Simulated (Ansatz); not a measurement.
GeH8N2Si2, SMILES `[NH2][Ge][N]([SiH3])[SiH3]`, 13 atoms. Charge 0, multiplicity 1. Correlated methods include outer-core shells of Ge, which these sets cover unevenly. Scalar relativity is left out up to krypton. All runs use 4 threads of an Intel Xeon Platinum 8488C on a shared host. Correlated methods freeze the cores.

Question: How many basis functions does each run have, and how long does it take in Ansatz? RKS ωB97M-V/def2-SVP energy; RHF-CCSD(T)/def2-SVP energy; RKS B3LYP-D4/def2-TZVPP energy and forces; RKS PBE0-D4/def2-TZVP relaxation (11 steps); RKS PBE0-D4/def2-TZVP frequencies; RKS PBE-D4/def2-TZVPP energy and forces; RHF-CCSD(T)/def2-TZVPP energy; RKS PBE0-D4/def2-TZVPP energy; RKS PBE0-D4/def2-SVP energy; RKS ωB97M-V/def2-QZVPP energy; RKS CAM-B3LYP-D4/def2-TZVPP energy; RKS PBE0-D4/def2-QZVPP energy. (An estimate is asked.)

Answer: Ansatz gave: Other jobs shared the machine, so times are rough.

```tsv
level	job	functions	wall time	peak host memory (GiB)
RKS PBE0-D4/def2-SVP	energy	136	1.6 s	0.53
RKS PBE-D4/def2-TZVPP	energy and forces	306	2.8 s	0.54
RKS PBE0-D4/def2-TZVPP	energy	306	4.1 s	1.1
RKS ωB97M-V/def2-SVP	energy	136	4.9 s	0.54
RKS CAM-B3LYP-D4/def2-TZVPP	energy	306	6 s	1.3
RKS B3LYP-D4/def2-TZVPP	energy and forces	306	6.5 s	1.2
RHF-CCSD(T)/def2-SVP	energy	136	9.5 s	0.89
RKS PBE0-D4/def2-QZVPP	energy	583	16 s	2.9
RKS ωB97M-V/def2-QZVPP	energy	583	28 s	3.5
RKS PBE0-D4/def2-TZVP	relaxation (11 steps)	232	47 s	0.84
RKS PBE0-D4/def2-TZVP	frequencies	232	3.8 min	0.84
RHF-CCSD(T)/def2-TZVPP	energy	306	8.5 min	4.6
```

B3LYP here is the variant with VWN-RPA as its local correlation; programs differ in this.
